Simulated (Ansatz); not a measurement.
Frontier orbitals of C₂H₄OSi, SMILES `O=C1C[SiH2]1`.

```xyz
8

O    -1.580    1.538    0.554
C    -0.784    0.730    0.192
C     0.685    0.472    0.367
Si   -0.243   -0.933   -0.505
H     1.074    0.445    1.383
H     1.308    1.071   -0.301
H     0.074   -1.148   -1.935
H    -0.533   -2.177    0.245
```

Charge 0, multiplicity 1. Geometry: relaxed with PBE0-D4/def2-TZVP. Basis def2-TZVPP, Ansatz.

Orbital energies of one run (eV). Highest occupied ones, from the top: -5.41, -7.56, -9.27, -9.73, -10.50, -11.69, -11.99, -13.01, -14.70, -20.49, -28.03, -96.74, -96.75, -96.77. Empty: -2.57, -0.96, 0.54, 0.85, 2.35, 2.56.

Q: Which functional gave them?
A. BHLYP
B. r2SCANh
C. HSE06 (plane-wave form)
D. r2SCAN

A: D. HOMO energies: r2SCAN -5.41, r2SCANh -5.88, HSE06 -6.06, BHLYP -7.64 eV.
